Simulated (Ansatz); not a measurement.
One change: `B[SiH2]CS` becomes `B[SiH2]CN`.

Ansatz, PBE0-D4/def2-TZVP geometries, multiplicity 1. Each molecule was computed in one conformer, which needn't be the lowest.

```
                                                                                  property  `B[SiH2]CS`
                                                       HOMO energy (B3LYP/def2-TZVPP) / eV        -6.61
                                                        LUMO energy (PBE0/def2-TZVPP) / eV        -2.54
                                                     HOMO energy (ωB97M-V/def2-TZVPP) / eV        -9.09
                                        size of the dipole moment (ωB97M-V/def2-TZVPP) / D         1.86
                                            size of the dipole moment (PBE/def2-TZVPP) / D         1.73
ideal-gas entropy at 298 K and 1 bar (rigid rotor, harmonic PBE0-D4/def2-TZVP) / J/(mol·K)          358
```

(1) Give the same properties after the change, and the shifts. (Best estimate.)

## Answers

(1) Ansatz gave: 
| property | `B[SiH2]CN` | shift |
| --- | --- | --- |
| HOMO energy (B3LYP/def2-TZVPP) / eV | -6.65 | -0.04 |
| LUMO energy (PBE0/def2-TZVPP) / eV | -2.34 | 0.20 |
| HOMO energy (ωB97M-V/def2-TZVPP) / eV | -9.27 | -0.18 |
| size of the dipole moment (ωB97M-V/def2-TZVPP) / D | 1.56 | -0.30 |
| size of the dipole moment (PBE/def2-TZVPP) / D | 1.55 | -0.18 |
| ideal-gas entropy at 298 K and 1 bar (rigid rotor, harmonic PBE0-D4/def2-TZVP) / J/(mol·K) | 344 | -14 |

The zero-point energy changes by 46.8 kJ/mol with +3 modes. Dipoles are sizes alone; their direction can turn. Modes under 60 cm⁻¹, often nearly free rotors, make the harmonic entropy too high.

B3LYP here is the variant with VWN-RPA as its local correlation; programs differ in this.
